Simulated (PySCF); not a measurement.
F₃H₃HfO₂, SMILES [OH2]->[Hf]([F])([OH])([F])[F], multiplicity 1.

The structure is a stationary point at B3LYP-D3(BJ)/def2-SVP. The multiplicity is an assumed one; other spin states were not compared. The def2 effective core potentials stand for the cores of Hf; spin–orbit coupling is left out. Other conformers were not sampled.

Two levels are set side by side: PBE/def2-TZVP (PySCF) and ωB97X/def2-TZVP (PySCF). Same geometry, gas phase. Differences are taken from unrounded values.

```
quantity                      ωB97X
---------------------------  ------
orbital gap (eV)              13.45
highest occupied level (eV)  -11.92
lowest empty level (eV)        1.53
dipole moment (D)              2.64
mean polarisability (bohr³)    42.0
```

Problem. What does PBE give, and how far is it from ωB97X? (Estimate from the structure and the level; the computed values follow.)

Solution. 
```csv
quantity,PBE,PBE minus ωB97X
orbital gap (eV),6.40,-7.05
highest occupied level (eV),-7.62,4.29
lowest empty level (eV),-1.22,-2.76
dipole moment (D),2.48,-0.16
mean polarisability (bohr³),46.4,4.4
```

Without exact exchange PBE keeps part of each electron's self-repulsion, which lifts occupied levels and narrows the gap. PBE's more diffuse valence density responds more strongly to a field. Differences between two approximate levels are no errors against the true value.

Rough cost on one machine, each run with all the roots and properties that it gave: ωB97X against PBE within a factor of 2.
